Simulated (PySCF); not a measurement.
Molecule: SMILES OC[C@@H]1CC=NC1, C₅H₉NO.

Bonds (- single, = double, # triple, : aromatic): O1-C2, C2-C3, C3-C4, C4-C5, C5=N6, N6-C7, C7-C3. O1 carries H8; C2 carries H9, H10; C3 carries H11; C4 carries H12, H13; C5 carries H14; C7 carries H15, H16. Stereochemistry as in OC[C@@H]1CC=NC1. H12, H16 are cis to C2 on the ring; H9 is pro-R; H10 is pro-S; H13, H15 are trans to C2 on the ring.

Frames of a GFN2-xTB Langevin trajectory at 600 K; GIAO PBE0/pcSseg-1 shieldings in PySCF 2.14, gas phase, non-relativistic; equivalent atoms averaged within each frame.

References, each an isolated molecule treated in the same way: 17O (σref 336.08) against H2O; 13C (σref 186.93), 1H (σref 31.72) against TMS; 15N (σref 267.73) vs NH3. The references are static minima.

How do the shifts (ppm) fluctuate along the trajectory?

## Answers


| time (fs) | O1 | C5 | C7 | C2 | C4 | C3 | N6 | H14 | H16 | H15 |
| --- | --- | --- | --- | --- | --- | --- | --- | --- | --- | --- |
| optimised geometry | 44.9 | 170.1 | 67.3 | 71.0 | 43.6 | 42.6 | 383.4 | 7.44 | 3.70 | 4.16 |
| 250 | 40.9 | 173.5 | 80.4 | 66.1 | 40.1 | 38.6 | 377.2 | 7.67 | 4.99 | 4.87 |
| 425 | 64.5 | 179.0 | 72.6 | 69.8 | 40.4 | 58.8 | 449.7 | 7.89 | 3.96 | 4.59 |
| 625 | 43.8 | 190.5 | 62.7 | 66.4 | 45.3 | 48.0 | 440.4 | 9.39 | 3.90 | 5.56 |
| 800 | 32.5 | 174.6 | 61.5 | 65.9 | 54.0 | 61.3 | 408.5 | 7.97 | 4.11 | 4.84 |
| 1000 | 70.4 | 165.5 | 78.1 | 92.9 | 48.9 | 51.9 | 373.6 | 8.54 | 3.78 | 5.06 |
| mean of frames | 50.4 | 176.6 | 71.1 | 72.2 | 45.7 | 51.7 | 409.9 | 8.29 | 4.15 | 4.99 |
| standard deviation | 16.2 | 9.2 | 8.7 | 11.7 | 5.9 | 9.0 | 35.0 | 0.69 | 0.49 | 0.36 |

5 frames give an uncertainty of the mean of about the standard deviation over 2.2 at best, since frames this close in time may not be independent; classical motion lacks zero-point vibration, and the reference would need the same averaging.
